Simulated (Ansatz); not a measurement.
`C=[C]([SiH3])[GaH2]` + `BNCC` → `B[NH][GaH2]` + `C=C([SiH3])CC`  (redistribution)

Gas-phase electronic energies from Ansatz, PBE0-D4/def2-TZVP geometries. CCSD(T)/CBS is the MP2 limit (def2-TZVPP, def2-QZVPP) plus CCSD(T) − MP2 in def2-TZVPP, frozen cores. Functionals use def2-TZVPP. B3LYP here is the variant with VWN-RPA as its local correlation; programs differ in this. HSE06 is defined as in plane-wave codes. For Ga outer-core shells are correlated without core-valence functions, which leaves a few kJ/mol of doubt a bond. Scalar relativity is left out up to krypton. One conformer a species, not always the lowest.

(1) Is it downhill or uphill in electronic energy at CCSD(T)/CBS, and by how much? (Best estimate.)

(2) What do these levels give: LDA (SPW92), PBE0-D4, BHLYP-D4, B2PLYP, BLYP, B3LYP, HSE06, CAM-B3LYP, RPA@PBE/def2-TZVPP, CCSD(T)/def2-TZVPP, MP2/def2-QZVPP, HF/CBS(def2)? (Estimate.)

Largest T1 diagnostic among the species: 0.013.

## Answers

(1) The calculation gave: Downhill: ΔE = -16.3 kcal/mol.

(2) Computed: LDA (SPW92) -15.1, PBE0-D4 -15.3, BHLYP-D4 -16.0, B2PLYP -16.2, BLYP -14.5, B3LYP -15.1, HSE06 -15.0, CAM-B3LYP -15.8, RPA@PBE/def2-TZVPP -15.8, CCSD(T)/def2-TZVPP -16.6, MP2/def2-QZVPP -17.5, HF/CBS(def2) -16.5 kcal/mol.

Leaving LDA and LC-ωPBE aside and taking each functional with its dispersion term where it has one, the values, not all of them listed here, spread over 2.0 kcal/mol, from B97M-V to PBE-D4. From BLYP to BHLYP (50 % exact exchange), in def2-TZVPP and without D4, ΔE moves by −1.4 kcal/mol.
